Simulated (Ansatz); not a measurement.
`CCC(CC)CC` + `[SiH3][CH]1[NH][AlH]1` → `C[N]1[AlH][CH]1[SiH3]` + `CCC(C)CC`  (substitution at a C–C bond)

Computed with Ansatz on PBE0-D4/def2-TZVP structures; ΔE is electronic, products minus reactants. CCSD(T)/CBS adds triple-zeta CCSD(T) − MP2 to the extrapolated MP2 energy (def2 sets, frozen cores). DFT in def2-TZVPP. B3LYP here is the variant with VWN-RPA as its local correlation; programs differ in this. One conformer a species, not always the lowest.

(1) Is it downhill or uphill in electronic energy at CCSD(T)/CBS, and by how much? (Estimate.)

(2) What do these levels give: PBE-D4, ωB97X-V, ωB97M-V, B3LYP, HF/def2-QZVPP, MP2/CBS(def2)? (An estimate is asked.)

Largest T1 diagnostic among the species: 0.015.

Results:

(1) The calculation gave: Uphill: ΔE = +19.1 kJ/mol.

(2) The calculation gave: PBE-D4 11.6, ωB97X-V 16.5, ωB97M-V 18.3, B3LYP 13.3, HF/def2-QZVPP 16.1, MP2/CBS(def2) 18.9 kJ/mol.
